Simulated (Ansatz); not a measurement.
Job for Ansatz (a first-principles code): R-CCSD(T)/cc-pV(Q+d)Z on H2SSi (SMILES [SiH]S), a point of a torsion scan. Files ending in .json are basis or fitting sets from the Basis Set Exchange.

Ansatz 0.2 input:
```yaml
crystal:
  periodic: [false, false, false]
  atoms:
    - {symbol: Si, position_ang: [0.97739961, 0.61118921, -0.43985684]}
    - {symbol: S, position_ang: [-1.03742108, 0.52939232, 0.44004231]}
    - {symbol: H, position_ang: [1.48429270, -0.60463357, 0.24341089]}
    - {symbol: H, position_ang: [-1.34847548, -0.66427378, -0.04509508]}
basis:
  gaussian:
    orbitals: cc-pV_Q+d_Z.json
magnetization: {spin_polarized: false}
correlation: {method: ccsd_t, electrons: outside_noble_gas}
scf: {lower_state_search: off}
```

It printed:

```
WARN ansatz: RAYON_NUM_THREADS=1 ignored (pool sized by the plan → 1); use --threads N
Functional definition: HF
these checks for a lower state are left out or cut short: stability, starts, cluster_reference, orbital_swaps, neighbouring_geometries, increment
integrals: 0.69 GiB planned
1137 factors; integrals over basis functions are off by at most 6.3e-4 eV
mean field: 0.46 GiB planned
mean field evaluation 1: about -18710.4736 eV, gradient 1.4e1 eV
mean field evaluation 2: about -18710.4755 eV, gradient 1.4e1 eV
mean field evaluation 4: about -18711.3455 eV, gradient 1.9e0 eV
mean field evaluation 8: about -18711.3742 eV, gradient 1.4e-1 eV
mean field -18711.37438235 eV, -687.6303255263 hartree, gradient 1.7e-6 eV, S^2 0.000000; 0 other end points of the search recorded, 0 dependent functions left out
10 core orbitals not correlated
reference -18711.37438235 eV, -687.6303255263 hartree; 6, 6 occupied and 172, 172 virtual orbitals, 1137 factors
second order -8.25182889 eV of doubles, -0.00000000 eV of singles
coupled cluster: 1.75 GiB planned
cycle   1  -8.82714859 eV  change   -5.8e-1 eV  update   7.8e-2
cycle   2  -9.12590706 eV  change   -3.0e-1 eV  update   3.0e-2
cycle   3  -9.17794310 eV  change   -5.2e-2 eV  update   1.5e-2
cycle   4  -9.17211584 eV  change    5.8e-3 eV  update   5.9e-3
cycle   5  -9.17151252 eV  change    6.0e-4 eV  update   3.0e-3
cycle   6  -9.17198571 eV  change   -4.7e-4 eV  update   1.5e-3
cycle   7  -9.17199594 eV  change   -1.0e-5 eV  update   8.0e-4
cycle   8  -9.17221237 eV  change   -2.2e-4 eV  update   4.2e-4
cycle   9  -9.17213479 eV  change    7.8e-5 eV  update   1.8e-4
cycle  10  -9.17206978 eV  change    6.5e-5 eV  update   6.4e-5
cycle  11  -9.17209970 eV  change   -3.0e-5 eV  update   2.5e-5
cycle  12  -9.17210310 eV  change   -3.4e-6 eV  update   1.2e-5
perturbative correction -0.44444614 eV, -0.0163330945 hartree
Total energy: -18720.99093159 eV, -687.9837271926 hartree
Checks for a lower state left out: stability, starts, cluster_reference, orbital_swaps, neighbouring_geometries, increment
```

The run converged.

Cost: about 50 core-seconds (a rough figure).
